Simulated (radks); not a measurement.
Coulomb parameter of the 5d shell of the gold ion Au2+ in the model configuration [Xe] 4f14 5d7.5 6s1.5, as a second difference U = [E(n + 0.5) + E(n - 0.5) - 2 E(n)] / (0.5)^2 with all orbitals relaxed. "Bare": the charge of the atom changes with n. "Screened": the 6s shell takes up the change at fixed total charge, which measures U(5d,5d) + U(6s,6s) - 2 U(5d,6s). All-electron calculation, scalar-relativistic Kohn-Sham, PBE, spin-unpolarised, spherical densities, finite nucleus; Fermi nuclear charge, rms radius 5.4371 fm. Program: a radial shooting solver on a logarithmic mesh with Libxc functionals.

| case | configuration | E - E(n) (eV) |
|---|---|---|
| start | [Xe] 4f14 5d7.5 6s1.5 | 0.000 |
| bare +0.5 | [Xe] 4f14 5d8 6s1.5 | -14.081 |
| bare -0.5 | [Xe] 4f14 5d7 6s1.5 | 17.361 |
| screened +0.5 | [Xe] 4f14 5d8 6s1 | -3.132 |
| screened -0.5 | [Xe] 4f14 5d7 6s2 | 3.483 |

U(bare) = 13.120 eV, U(screened by 6s) = 1.404 eV, against the Slater integral F0(5d,5d) = 17.029 eV with frozen orbitals.
